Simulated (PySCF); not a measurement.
**Structure elucidation problem**

An unknown has the formula C8H9FO. Its calculated NMR data are:

1H NMR (400 MHz, computed): δ 2.66 (m, 2H), 2.09 (m, 1H), 1.91 (m, 1H), 1.64 (m, 2H), 1.51 (s, 3H).

13C{1H} NMR (computed): δ 155.7 (C), 154.4 (C), 144.4 (C), 34.9 (C), 32.8 (CH2), 24.4 (CH3), 17.6 (CH2).

[PySCF 2.14.0 with density-fitted response routines: structure optimised with PBE0-D3(BJ)/def2-SVP; NMR shieldings at PBE0/pcSseg-1/GIAO; no solvent model; one averaged value for each set of equivalent atoms; a single conformation; relativity neglected]

Referencing at the same level of theory: 1H, 13C against TMS.

Q: Which candidate is it?
A. COCc1ccc(F)cc1
B. CCOc1ccccc1F
C. C#C[C@@H]1C[C@@H](F)/C1=C\OC
D. CC1(c2c(F)c2=O)CCC1
E. CCc1cccc(O)c1F

A: D. 

Rings plus π bonds: 4 (2 rings in the answer). 7 carbon signals for 8 carbons: some carbons are equivalent by symmetry or fast rotation. Carbon types of the structure: 4 × C, 3 × CH2, 1 × CH3, which accounts for all hydrogens. δC 155.7, 154.4: unsaturated ring carbon. δC 144.4: ring carbonyl carbon. δC 34.9: quaternary sp3 carbon on an unsaturated ring; aliphatic region, no heteroatom directly attached. δC 32.8, 17.6: sp3 CH2 in a ring; saturated and bonded to C and H only. δC 24.4: methyl carbon; aliphatic region, no heteroatom directly attached.

The others: COCc1ccc(F)cc1 would give 6 carbon signals, not 7; C#C[C@@H]1C[C@@H](F)/C1=C\OC would give 8 carbon signals, not 7; CCOc1ccccc1F would give 8 carbon signals, not 7; CCc1cccc(O)c1F would give 8 carbon signals, not 7.

Splittings by 19F in the carbon and heteronuclear signals aren't shown, as no couplings were computed. Shifts are as computed. Against solution values, carbons near 30 ppm lie about +2 ppm off and those near 130 ppm about +5 ppm. Of 1211 compounds with measured shifts, 218 miss one by over three times the rms of a fit or turn the order of signals round; such compounds aren't used in these exercises. No couplings were computed; multiplicities are counted from neighbouring protons, with m where these are inequivalent, close in shift, in a saturated or five-membered ring or joined by F or P, and br s for small geminal =CH2 splittings.
